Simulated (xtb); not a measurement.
Ga(Me)(NH2)2 (CH₇GaN₂), SMILES [CH3][Ga]([NH2])[NH2]. All values are semi-empirical tight-binding results from xtb (GFN2-xTB unless named), good for trends rather than for accurate numbers. Coordinates come from a GFN2-xTB optimisation. The structure was generated by enumeration; whether it is a known compound was not checked. The values are those of a single conformer.

The geometry has at least one imaginary mode, so it is a saddle point at that level.

For metal compounds this method's bond lengths and energies can be far off.

```json
{
  "orbital_gap": "4.17 eV"
}
```
